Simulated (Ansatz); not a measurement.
Abstraction of Cl: C4H9Cl + SiH(CH3)Cl → C4H9 + SiH(CH3)Cl2

Species: C4H9Cl (2-chloro-2-methylpropane) `CC(C)(C)Cl`, singlet; SiH(CH3)Cl, doublet; C4H9 (tert-butyl radical) `C[C](C)C`, doublet; SiH(CH3)Cl2, singlet. A radical takes Cl: the energy is the difference in strength between the C–Cl bond broken and the Si–Cl bond made.

Shapes, held fixed at every level: PBE0-D4/def2-TZVP. Programs: Ansatz 0.2.0. The zero-point and thermal change to 298 K, harmonic and unscaled (PBE0-D4/def2-TZVP), is -4.5 kJ/mol.

```json
{"level": "HF/def2-SVP", "kind": "Hartree–Fock", "ΔH(298 K) (kJ/mol)": "-149.4", "less CCSD(T)/CBS estimate": "-32.9"}
{"level": "HF/def2-TZVPP", "kind": "Hartree–Fock", "ΔH(298 K) (kJ/mol)": "-148.7", "less CCSD(T)/CBS estimate": "-32.2"}
{"level": "wB97X-V/def2-TZVPP", "kind": "range-separated hybrid", "ΔH(298 K) (kJ/mol)": "-123.5", "less CCSD(T)/CBS estimate": "-7.0"}
{"level": "B2PLYP/def2-TZVPP", "kind": "double hybrid", "ΔH(298 K) (kJ/mol)": "-123.8", "less CCSD(T)/CBS estimate": "-7.3"}
{"level": "CCSD/def2-SVP", "kind": "coupled cluster or CI", "ΔH(298 K) (kJ/mol)": "-113.3", "less CCSD(T)/CBS estimate": "+3.2"}
{"level": "CCSD/def2-TZVPP", "kind": "coupled cluster or CI", "ΔH(298 K) (kJ/mol)": "-120.0", "less CCSD(T)/CBS estimate": "-3.5"}
{"level": "CCSD(T)/CBS estimate", "kind": "coupled cluster or CI", "ΔH(298 K) (kJ/mol)": "-116.5", "less CCSD(T)/CBS estimate": "0.0"}
```

The highest level, CCSD(T)/CBS estimate, gives ΔH(298 K) = -116.5 kJ/mol; the levels span -149.4 to -113.3. The column of differences is taken from that level and isn't an error. No measured value is set beside it here. Open shells run unrestricted. The CBS estimate extrapolates MP2 from def2-TZVPP and def2-QZVPP and adds CCSD(T) − MP2 in the triple-zeta set, cores frozen.
